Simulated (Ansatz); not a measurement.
Program: Ansatz. Geometries: PBE0-D4/def2-TZVP. ΔE: electronic, gas phase. CCSD(T)/CBS is the MP2 limit (def2-TZVPP, def2-QZVPP) plus CCSD(T) − MP2 in def2-TZVPP, frozen cores. This one scheme is used for every species. Functionals use def2-TZVPP. Each species was taken in one conformer, which may not be the lowest.

Consider the formal exchange of groups at a C–O bond: `C=C(O)SC` + SiH₄ → `C=C([SiH3])SC` + H₂O.

```
    level  ΔE (kcal/mol)
r2SCAN-D4          -11.5
      PBE          -10.0
   r2SCAN          -11.1
     PBE0          -11.0
```

Problem. What does CCSD(T)/CBS give? (An estimate is asked.)

Solution. Ansatz gave: -15.2 kcal/mol. The listed levels differ from it by 3.7, 5.2, 4.1, 4.2 kcal/mol.

Largest T1 diagnostic among the species: 0.012.

The D4 term adds −2.5 kcal/mol with B3LYP and −1.4 kcal/mol with PBE0; it sums over pairs of atoms, weighted by their polarisabilities, and B3LYP, whose exchange is more repulsive, gets the larger term. In def2-TZVPP, CCSD(T) changes the Hartree–Fock value by −3.9 kcal/mol (the triples alone add −0.3 kcal/mol) and MP2 by −5.7 kcal/mol.

B3LYP here is the variant with VWN-RPA as its local correlation; programs differ in this.
